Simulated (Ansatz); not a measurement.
Relaxation of C2H6GaOP (11 atoms, charge 0, multiplicity 1), to a largest force component of 0.015 eV/Å in at most 40 steps.

Level of theory: RKS B3LYP/def2-SVP (Ansatz).

```xyz
11
Properties=species:S:1:pos:R:3
P -0.787 1.967 2.345
Ga 0.099 0.440 0.762
C 1.150 -1.000 -0.320
C 0.147 -0.602 -1.419
O -0.698 0.410 -0.885
H 0.116 2.886 1.786
H 0.179 1.536 3.273
H 2.189 -0.786 -0.583
H 1.059 -2.042 -0.007
H 0.655 -0.205 -2.304
H -0.473 -1.451 -1.725
```

Problem. Where does it end, and by what steps?

Solution. It converged. After 17 steps the energy has fallen by 0.169 eV; H7 moved furthest, 0.66 Å.

```tsv
step	energy less start (eV)	largest force component (eV/Å)	accepted
0	0.0000	0.681	yes
1	-0.0867	0.421	yes
2	-0.1334	0.164	yes
3	-0.1395	0.152	yes
4	-0.1535	0.135	yes
5	-0.1334	0.726	no
6	-0.1598	0.051	yes
7	-0.1629	0.070	yes
8	-0.1622	0.270	no
9	-0.1648	0.073	yes
10	-0.1665	0.083	yes
11	-0.1660	0.175	no
12	-0.1677	0.035	yes
13	-0.1684	0.035	yes
14	-0.1686	0.058	yes
15	-0.1687	0.060	yes
16	-0.1689	0.026	yes
17	-0.1689	0.005	yes
```

```xyz
11
Properties=species:S:1:pos:R:3
P -0.594 1.689 2.558
Ga 0.060 0.429 0.704
C 1.029 -1.043 -0.262
C 0.197 -0.565 -1.478
O -0.605 0.526 -1.006
H -0.520 2.910 1.818
H 0.745 1.791 3.052
H 2.118 -0.917 -0.361
H 0.816 -2.067 0.079
H 0.843 -0.230 -2.311
H -0.452 -1.371 -1.870
```

Whether the end is a true minimum wasn't checked by a vibrational analysis.

The run took 57 s on 2 threads of Intel(R) Xeon(R) Platinum 8488C (Sapphire Rapids), with other jobs on the host, peak memory 0.34 GiB.
